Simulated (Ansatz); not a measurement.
This geometry of C4H8OSe (14 atoms, charge 0, multiplicity 1) is a first-order saddle point.

The calculation used Ansatz, RKS PBE-D4/def2-SVP.

```xyz
14
Properties=species:S:1:pos:R:3
C 0.477 -1.291 1.798
C 0.436 -0.951 0.312
C 0.880 0.459 -0.006
O 1.321 1.244 0.793
Se 0.689 0.950 -1.977
C -1.187 1.515 -1.765
H 1.498 -1.161 2.207
H -0.195 -0.628 2.378
H 0.163 -2.339 1.971
H -0.574 -1.091 -0.133
H 1.086 -1.619 -0.297
H -1.830 0.670 -1.452
H -1.258 2.346 -1.039
H -1.518 1.869 -2.760
```

(1) Which two structures does it join? (They come from a converged band through this point; their orientation in space is the band's.)

(2) How far does it lie above each of them?

## Answers

(1) No bond is made or broken. The dihedral O4–C3–Se5–C6 goes from 3 to 180°.

First end point:

```xyz
14
Properties=species:S:1:pos:R:3
C 0.705 -1.341 1.930
C 0.549 -1.271 0.412
C 0.113 0.101 -0.075
O 0.384 1.143 0.485
Se -0.924 0.028 -1.741
C -1.094 1.962 -1.955
H 1.388 -0.547 2.287
H -0.269 -1.199 2.440
H 1.114 -2.323 2.239
H -0.154 -2.039 0.025
H 1.522 -1.473 -0.090
H -2.163 2.240 -1.981
H -0.598 2.401 -1.065
H -0.588 2.286 -2.883
```

Last end point:

```xyz
14
Properties=species:S:1:pos:R:3
C 0.711 -1.443 1.527
C 0.208 -0.533 0.409
C 0.215 0.934 0.807
O 0.585 1.351 1.883
Se -0.413 2.244 -0.518
C -0.887 1.113 -2.053
H 1.746 -1.178 1.818
H 0.082 -1.343 2.433
H 0.697 -2.503 1.206
H -0.826 -0.801 0.099
H 0.821 -0.641 -0.512
H -0.004 0.569 -2.437
H -1.693 0.402 -1.793
H -1.255 1.801 -2.838
```

(2) 0.50 eV above the first and 0.32 eV above the second. This is the barrier of this one path; another mechanism may lie lower.

Time of the run: 3.3 min on 2 threads of AMD EPYC 9R14 (Zen 4), on a shared host, peak memory 0.24 GiB.
